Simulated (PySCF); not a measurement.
Coordinates in bohr (charge 0 multiplicity 1):
```
Sc   -0.0035   -0.7811    0.0000
O     0.2058    2.3482    0.0000
H    -3.2098   -2.3234    0.0000
```

Method: PBE0 in PySCF with Sc def2-TZVP, O def2-TZVP, H def2-TZVP; no relativity; density-fitted integrals.

This geometry of HScO is a stationary point at this level.

Task: What is the point group?

Result: Cs.

Task: Is it a minimum?

Result: Yes: all harmonic wavenumbers are real.

Task: Which band is strongest in the infrared?

Result: 1007 cm⁻¹ (a'), 311 km/mol.

Task: Give the atomic charges and bond orders.

Result: 
```csv
atom,Mulliken,Löwdin,polar tensor,Mayer order to Sc1
Sc1,0.88,0.48,1.58,–
O2,-0.62,-0.27,-1.05,2.15
H3,-0.26,-0.22,-0.53,0.91
```

Task: What is the atomisation energy, with and without zero-point energy?

Result: 914 kJ/mol without, 897 kJ/mol with.

Stability towards spin polarisation was not tested. Other isomers or separated fragments may lie lower.
